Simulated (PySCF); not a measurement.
CH4AlO, multiplicity 2. Atoms are numbered in the order given.

```xyz
7

Al     0.5727    -0.1253     0.0000
C     -0.3060     1.6324     0.0000
H     -0.9461     1.7121     0.8844
H     -0.9461     1.7121    -0.8844
H      0.3987     2.4650     0.0000
O     -0.4903    -1.4607     0.0000
H     -0.1931    -2.3693     0.0000
```
Charge 0, spin multiplicity 2.

Coordinates come from a PBE0-D3(BJ)/def2-TZVP optimisation. The multiplicity is an assumed one; other spin states were not compared. The isomer is the one that the SMILES or the coordinates give; other isomers of the formula were not compared. One conformer was computed; it need not be the lowest.

The numbers are results of PBE/def2-TZVPD (PySCF), not measurements.

Mulliken values depend strongly on the basis, most of all with diffuse functions as here. ESP charges are fitted to the potential on shells at 1.4 to 2.0 van der Waals radii. Atomic charges (e):

```json
[
 {"atom": "Al1", "meta-Löwdin": "…", "Mulliken": "0.19", "ESP fit": "0.13", "Mulliken spin": "0.81"},
 {"atom": "C2", "meta-Löwdin": "…", "Mulliken": "-0.68", "ESP fit": "0.11", "Mulliken spin": "0.17"},
 {"atom": "H3", "meta-Löwdin": "0.14", "Mulliken": "0.17", "ESP fit": "0.01", "Mulliken spin": "0.01"},
 {"atom": "H4", "meta-Löwdin": "0.14", "Mulliken": "0.17", "ESP fit": "0.01", "Mulliken spin": "0.01"},
 {"atom": "H5", "meta-Löwdin": "0.14", "Mulliken": "0.25", "ESP fit": "-0.07", "Mulliken spin": "-0.04"},
 {"atom": "O6", "meta-Löwdin": "…", "Mulliken": "-0.34", "ESP fit": "-0.49", "Mulliken spin": "0.01"},
 {"atom": "H7", "meta-Löwdin": "0.34", "Mulliken": "0.25", "ESP fit": "0.31", "Mulliken spin": "0.03"}
]
```

Question: What belongs in the gaps? (Estimate from the structure and the level; the computed values follow.)

Answer: 
- Al1, meta-Löwdin: 0.64
- C2, meta-Löwdin: -0.65
- O6, meta-Löwdin: -0.75
